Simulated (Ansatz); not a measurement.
A CCSD(T) single point on F₃GeH₃Si, SMILES `F[Si](F)(F)[GeH3]`.

```yaml
crystal:
  periodic: [false, false, false]
  atoms:
    - {symbol: F, position_ang: [1.798406, -0.601907, 1.268659]}
    - {symbol: Si, position_ang: [0.575256, -0.950491, 0.329259]}
    - {symbol: F, position_ang: [-0.359359, -1.938631, 1.135502]}
    - {symbol: F, position_ang: [1.152933, -1.760466, -0.899669]}
    - {symbol: Ge, position_ang: [-0.584346, 0.989956, -0.362396]}
    - {symbol: H, position_ang: [-1.100226, 1.733465, 0.874669]}
    - {symbol: H, position_ang: [-1.763232, 0.579465, -1.251789]}
    - {symbol: H, position_ang: [0.372568, 1.891610, -1.150135]}
basis:
  gaussian: {orbitals: def2-TZVPP}
correlation: {method: ccsd_t}
output: {orbitals: {seedname: orbitals}}
```

```sh
$ ansatz run in.yaml --threads 4 --pin off --events-out ev --progress --plain
```

Log, shortened:

```
Functional definition: HF
1416 factors; integrals over basis functions are off by at most 6.6e-4 eV
mean field evaluation 1: about -72507.2911 eV, gradient 4.3e1 eV
mean field evaluation 2: about -72507.4707 eV, gradient 4.4e1 eV
mean field evaluation 4: about -72510.8929 eV, gradient 2.7e0 eV
mean field evaluation 8: about -72510.9480 eV, gradient 2.1e-1 eV
mean field -72510.94813790 eV, -2664.7281943819 hartree, gradient 3.1e-6 eV, S^2 0.000000; 0 other end points of the search recorded, 0 dependent functions left out
17 core orbitals not correlated: weight in the atoms' cores, before any rotation towards them, 1.000 or more for the frozen orbitals, at most 0.000 for the correlated occupied ones
reference -72510.94813790 eV, -2664.7281943819 hartree; 21, 21 occupied and 187, 187 virtual orbitals, 1416 factors
second order -30.50319954 eV of doubles, -0.00000000 eV of singles
cycle   1  -30.13779094 eV  change    3.7e-1 eV  update   1.2e-1
cycle   2  -30.86228374 eV  change   -7.2e-1 eV  update   3.4e-2
cycle   3  -31.00274920 eV  change   -1.4e-1 eV  update   1.7e-2
cycle   4  -30.97889336 eV  change    2.4e-2 eV  update   3.7e-3
cycle   5  -30.97603633 eV  change    2.9e-3 eV  update   1.5e-3
cycle   6  -30.97713316 eV  change   -1.1e-3 eV  update   4.0e-4
cycle   7  -30.97685814 eV  change    2.8e-4 eV  update   1.3e-4
cycle   8  -30.97675811 eV  change    1.0e-4 eV  update   3.5e-5
cycle   9  -30.97676121 eV  change   -3.1e-6 eV  update   1.2e-5
perturbative correction -0.92764704 eV, -0.0340904001 hartree
Total energy: -72542.85254615 eV, -2665.9006597596 hartree
```

It took 46 s on 4 threads of a server CPU on a shared host, with 4.2 GiB of host memory at the peak.

The correlation energy is -31.904 eV, 2.9 % of it from (T); the T1 diagnostic reads 0.0124.
